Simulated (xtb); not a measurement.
xtb input for Sn(H)2(OH)(OMe) (CH₆O₂Sn), SMILES C[O][SnH2][OH], GFN2-xTB. 

```
$ xtb mol.xyz --gfn 2 --sp --chrg 0 --uhf 0 --json
$ cat mol.xyz
10

Sn     0.26813786    -0.27680519    -0.32783862
O      1.88996885     0.23333488     0.55079673
O     -0.99326364     0.71457665     0.82005833
C     -2.38960205     0.77888479     0.70161383
H      0.05198678    -1.94011161    -0.23452458
H      0.26263412     0.27422514    -1.91526588
H      1.73658204     0.81673198     1.29609825
H     -2.70126895     1.21588257    -0.24774677
H     -2.85584784    -0.20177572     0.80444382
H     -2.73700841     1.41870650     1.51240272
```

Log of the run:

```
[banner left out]
          |                Calculation Setup                |
           -------------------------------------------------



           -------------------------------------------------
          |                 G F N 2 - x T B                 |
           -------------------------------------------------

        Reference                      10.1021/acs.jctc.8b01176
      * Hamiltonian:
        H0-scaling (s, p, d)           1.850000    2.230000    2.230000
        zeta-weighting                 0.500000
      * Dispersion:
        s8                             2.700000
        a1                             0.520000
        a2                             5.000000
        s9                             5.000000
      * Repulsion:
        kExp                           1.500000    1.000000
        rExp                           1.000000
      * Coulomb:
        alpha                          2.000000
        third order                    shell-resolved
        anisotropic                    true
        a3                             3.000000
        a5                             4.000000
        cn-shift                       1.200000
        cn-exp                         4.000000
        max-rad                        5.000000


          ...................................................
          :                      SETUP                      :
          :.................................................:
          :  # basis functions                  28          :
          :  # atomic orbitals                  27          :
          :  # shells                           15          :
          :  # electrons                        26          :
          :  max. iterations                   250          :
          :  Hamiltonian                  GFN2-xTB          :
          :  restarted?                      false          :
          :  GBSA solvation                  false          :
          :  PC potential                    false          :
          :  electronic temp.          300.0000000     K    :
          :  accuracy                    1.0000000          :
          :  -> integral cutoff          0.2500000E+02      :
          :  -> integral neglect         0.1000000E-07      :
          :  -> SCF convergence          0.1000000E-05 Eh   :
          :  -> wf. convergence          0.1000000E-03 e    :
          :  Broyden damping             0.4000000          :
          :  net charge                          0          :
          :  unpaired electrons                  0          :
          ...................................................

 iter      E             dE          RMSdq      gap      omega  full diag
   1    -14.8094940 -0.148095E+02  0.799E+00    3.38       0.0  T
   2    -14.8554851 -0.459911E-01  0.157E+01    6.17       1.0  T
   3    -15.1559183 -0.300433E+00  0.132E+01    5.91       1.0  T
   4    -15.4327194 -0.276801E+00  0.360E+00    5.08       1.0  T
   5    -15.4680196 -0.353002E-01  0.279E+00    4.58       1.0  T
   6    -15.4887381 -0.207185E-01  0.981E-01    5.08       1.0  T
   7    -15.4882650  0.473087E-03  0.607E-01    5.04       1.0  T
   8    -15.4888498 -0.584804E-03  0.559E-02    5.12       1.0  T
   9    -15.4888526 -0.279255E-05  0.957E-02    5.14       1.0  T
  10    -15.4888544 -0.175212E-05  0.924E-02    5.14       1.0  T
  11    -15.4888765 -0.221222E-04  0.108E-02    5.12       2.9  T
  12    -15.4888768 -0.288754E-06  0.161E-03    5.12      19.6  T
  13    -15.4888768  0.124340E-07  0.173E-03    5.12      18.3  T
  14    -15.4888768 -0.129637E-07  0.661E-05    5.12     478.4  T
  15    -15.4888768 -0.108002E-10  0.293E-05    5.12    1081.0  T

   *** convergence criteria satisfied after 15 iterations ***

         #    Occupation            Energy/Eh            Energy/eV
      -------------------------------------------------------------
         1        2.0000           -0.8233370             -22.4041
       ...           ...                  ...                  ...
         7        2.0000           -0.5254263             -14.2976
         8        2.0000           -0.5215114             -14.1910
         9        2.0000           -0.4765119             -12.9665
        10        2.0000           -0.4695398             -12.7768
        11        2.0000           -0.4453860             -12.1196
        12        2.0000           -0.4287046             -11.6656
        13        2.0000           -0.4198303             -11.4242 (HOMO)
        14                         -0.2317568              -6.3064 (LUMO)
        15                         -0.1537119              -4.1827
        16                         -0.1302363              -3.5439
        17                         -0.1144286              -3.1138
        18                         -0.0770376              -2.0963
       ...                                ...                  ...
        27                          0.5689586              15.4822
      -------------------------------------------------------------
                  HL-Gap            0.1880735 Eh            5.1177 eV
             Fermi-level           -0.3257936 Eh           -8.8653 eV

 SCC (total)                   0 d,  0 h,  0 min,  0.012 sec
 SCC setup                      ...        0 min,  0.000 sec (  1.453%)
 Dispersion                     ...        0 min,  0.000 sec (  0.521%)
 classical contributions        ...        0 min,  0.000 sec (  0.207%)
 integral evaluation            ...        0 min,  0.001 sec ( 11.496%)
 iterations                     ...        0 min,  0.006 sec ( 50.779%)
 molecular gradient             ...        0 min,  0.004 sec ( 34.090%)
 printout                       ...        0 min,  0.000 sec (  1.276%)

         :::::::::::::::::::::::::::::::::::::::::::::::::::::
         ::                     SUMMARY                     ::
         :::::::::::::::::::::::::::::::::::::::::::::::::::::
         :: total energy             -15.402599296048 Eh    ::
         :: gradient norm              0.000632874819 Eh/a0 ::
         :: HOMO-LUMO gap              5.117739342871 eV    ::
         ::.................................................::
         :: SCC energy               -15.488870545614 Eh    ::
         :: -> isotropic ES            0.048581284501 Eh    ::
         :: -> anisotropic ES         -0.004144850791 Eh    ::
         :: -> anisotropic XC         -0.000830444835 Eh    ::
         :: -> dispersion             -0.004670108909 Eh    ::
         :: repulsion energy           0.086271249565 Eh    ::
         :: add. restraining           0.000000000000 Eh    ::
         :: total charge              -0.000000000000 e     ::
         :::::::::::::::::::::::::::::::::::::::::::::::::::::

           -------------------------------------------------
          |                Property Printout                |
           -------------------------------------------------

    * Orbital Energies and Occupations

         #    Occupation            Energy/Eh            Energy/eV
      -------------------------------------------------------------
         1        2.0000           -0.8233370             -22.4041
         2        2.0000           -0.6780664             -18.4511
         3        2.0000           -0.6638490             -18.0642
         4        2.0000           -0.6099391             -16.5973
         5        2.0000           -0.5503226             -14.9750
         6        2.0000           -0.5280804             -14.3698
         7        2.0000           -0.5254263             -14.2976
         8        2.0000           -0.5215114             -14.1910
         9        2.0000           -0.4765119             -12.9665
        10        2.0000           -0.4695398             -12.7768
        11        2.0000           -0.4453860             -12.1196
        12        2.0000           -0.4287046             -11.6656
        13        2.0000           -0.4198303             -11.4242 (HOMO)
        14                         -0.2317568              -6.3064 (LUMO)
        15                         -0.1537119              -4.1827
        16                         -0.1302363              -3.5439
        17                         -0.1144286              -3.1138
        18                         -0.0770376              -2.0963
        19                         -0.0269633              -0.7337
        20                          0.1128937               3.0720
        21                          0.1330030               3.6192
        22                          0.1810739               4.9273
        23                          0.2144525               5.8355
        24                          0.2302336               6.2650
       ...                                ...                  ...
        27                          0.5689586              15.4822
      -------------------------------------------------------------
                  HL-Gap            0.1880735 Eh            5.1177 eV
             Fermi-level           -0.3257936 Eh           -8.8653 eV

     #   Z          covCN         q      C6AA      α(0)
     1  50 Sn       3.518     0.334   319.339    32.707
     2   8 O        1.580    -0.468    22.263     6.367
     3   8 O        1.621    -0.397    20.816     6.158
     4   6 C        3.694     0.058    19.766     6.361
     5   1 H        0.931     0.034     2.531     2.487
     6   1 H        0.931     0.033     2.536     2.490
     7   1 H        0.846     0.330     0.631     1.245
     8   1 H        0.924     0.016     2.797     2.615
     9   1 H        0.924     0.016     2.800     2.617
    10   1 H        0.925     0.044     2.392     2.419

 Mol. C6AA /au·bohr⁶  :       1613.176455
 Mol. C8AA /au·bohr⁸  :      86889.488551
 Mol. α(0) /au        :         65.467055


Wiberg/Mayer (AO) data.
largest (>0.10) Wiberg bond orders for each atom

 ---------------------------------------------------------------------------
     #   Z sym  total        # sym  WBO       # sym  WBO       # sym  WBO
 ---------------------------------------------------------------------------
     1  50 Sn   3.120 --     2 O    0.993     3 O    0.874     6 H    0.640
                             5 H    0.640
     2   8 O    2.165 --     1 Sn   0.993     7 H    0.875     5 H    0.105
                             6 H    0.105
     3   8 O    2.183 --     4 C    1.009     1 Sn   0.874
     4   6 C    3.955 --     3 O    1.009     9 H    0.994     8 H    0.994
                            10 H    0.977
     5   1 H    0.999 --     1 Sn   0.640     6 H    0.149     2 O    0.105
     6   1 H    0.999 --     1 Sn   0.640     5 H    0.149     2 O    0.105
     7   1 H    0.891 --     2 O    0.875
     8   1 H    1.000 --     4 C    0.994
     9   1 H    1.000 --     4 C    0.994
    10   1 H    0.998 --     4 C    0.977
 ---------------------------------------------------------------------------

Topologies differ in total number of bonds
Writing topology from bond orders to xtbtopo.mol

molecular dipole:
                 x           y           z       tot (Debye)
 q only:       -0.312      -0.279      -0.417
   full:       -0.795      -0.107      -0.256       2.140
molecular quadrupole (traceless):
                xx          xy          yy          xz          yz          zz
 q only:       -1.800       1.040       0.496       1.211       1.094       1.304
  q+dip:       -4.303       1.947       1.908       1.787       0.245       2.395
   full:       -1.276       0.853       0.322       1.045       0.897       0.954


           -------------------------------------------------
          | TOTAL ENERGY              -15.402599296048 Eh   |
          | GRADIENT NORM               0.000632874819 Eh/α |
          | HOMO-LUMO GAP               5.117739342871 eV   |
Note: The following floating-point exceptions are signalling: IEEE_UNDERFLOW_FLAG IEEE_DENORMAL
normal termination of xtb
           -------------------------------------------------

------------------------------------------------------------------------
------------------------------------------------------------------------
 total:
 SCF:
```

The calculation finished and met its thresholds.
